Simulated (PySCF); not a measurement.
C3H7NSi2, SMILES [SiH2]1C=NC(=C)[SiH2]1.

Geometry optimised at r2SCAN-D4/def2-SVP. The structure was generated by enumeration, and PubChem lists no compound with its InChIKey, so it may never have been made.

Method: PBE/def2-TZVP in PySCF.

Computed frontier levels, gap, dipole moment and polarisability:
```yaml
highest_occupied_level: -5.63 eV
lowest_empty_level: -2.64 eV
orbital_gap: 2.99 eV
dipole_moment: 0.71 D
quadrupole, principal values (traceless, Buckingham form, about the centre of nuclear charge): -4.03, -2.73, 6.76 D·Å
mean_static_polarisability: 105.0 bohr³ (15.55 Å³)
polarisability_principal_values: 69.6, 103.2, 142.1 bohr³
```
